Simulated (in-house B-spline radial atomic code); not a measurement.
The numbers below are computed, except where a source is named.
**Building a PAW p channel for P, r_c = 1.98 bohr**

P, [Ne] 3s2 3p3, non-relativistic PBE, spherical and spin-unpolarised, from a B-spline radial code for spherical atoms (atomic units; all potentials screened as in the neutral atom).

Two all-electron partial waves φ1, φ2 are integrated outwards at E1 = ε(3p) = -0.202766 and E2 = E1 + 2 hartree; φ1 is the bound orbital and φ2 has unit norm inside r_c = 1.9845 bohr. Smooth partners are polynomials, r^2(a0 + a1 r² + a2 r⁴ + a3 r⁶), matched to φ and three derivatives at r_c, with no condition on the norm. The local potential is -4.39917 + (2.33709) r² + (-0.559185) r⁴ + (0.0512509) r⁶ inside 1.6248 bohr and the all-electron one outside.

```json
{"wave": "1", "φ(r_c)": "0.674894", "φ'(r_c)": "-0.07380701", "a0": "0.5836168", "a1": "-0.1816947", "a2": "0.02478034", "a3": "-0.001326524"}
{"wave": "2", "φ(r_c)": "0.5466157", "φ'(r_c)": "2.498345", "a0": "-2.066879", "a1": "1.186043", "a2": "-0.2073307", "a3": "0.01228474"}
```

Inside r_c the overlaps are <φi φj> = [[0.40867, -0.43162], [-0.43162, 1.00000]] and, for the smooth waves, [[0.41422, -0.42291], [-0.42291, 0.93293]]. With χj = (Ej − T − V_local) applied to smooth wave j, the program's quadrature gives the matrix B_ij = <smooth i, χj> as [[0.12655, -0.29097], [-0.30837, 0.93201]].

Question: Check the match of the first wave, and find the augmentation charges q_ij.

Answer: At r_c the four terms are 2.29842, -2.81804, 1.51361, -0.31910, which sum to 0.6749, φ1(r_c) to rounding. q_ij is the all-electron overlap less the smooth one: [[-0.00555, -0.00870], [-0.00870, 0.06707]]. The smooth first wave has a norm of 0.4142 inside r_c against 0.4087, so q11 is negative and must stay small enough for the overlap operator to be positive.

Question: B isn't symmetric. Show that D_ij = B_ij + Ej q_ij is.

Answer: Integrating by parts gives B12 − B21 = (E1 − E2) q12: -0.29097 − (-0.30837) = 0.01740, and −2 × (-0.00870) = 0.01740. So D12 = -0.29097 + (1.797234)(-0.00870) = -0.30660 and D21 = -0.30837 + (-0.202766)(-0.00870) = -0.30660; D11 = 0.12768, D22 = 1.05256. The projectors, p = (B⁻¹)ᵀ χ, are dual to the smooth waves; det B = 0.028.

Solving (T + V_local + Σ p D p) ψ = E (1 + Σ p q p) ψ in a sphere of 9 bohr, whose wall lifts the free-atom level a little, gives these levels:

```json
{"all-electron": "-0.202632", "one projector": "-0.202632", "two projectors": "-0.202632"}
{"all-electron": "0.094220", "one projector": "0.094072", "two projectors": "0.094212"}
{"all-electron": "0.407175", "one projector": "0.406005", "two projectors": "0.407134"}
{"all-electron": "0.868033", "one projector": "0.862835", "two projectors": "0.867954"}
{"all-electron": "1.469780", "one projector": "1.453190", "two projectors": "1.469750"}
```

Question: What does the second projector gain?

Answer: With one projector the errors are 0.00, -0.15, -1.17, -5.20, -16.59 millihartree. With two the errors are 0.00, -0.01, -0.04, -0.08, -0.03 millihartree. The scattering is exact at E1 and at E2 = 1.797, and over all levels compared the largest error is 0.079 millihartree. The lowest eigenvalue of the overlap operator is 0.9561 with one and 0.9538 with two projectors. The smooth orbital alone needs a cutoff of 4.62 hartree for 1 millihartree of kinetic energy, against 4.62 for a norm-conserving Troullier-Martins orbital of the same radius.
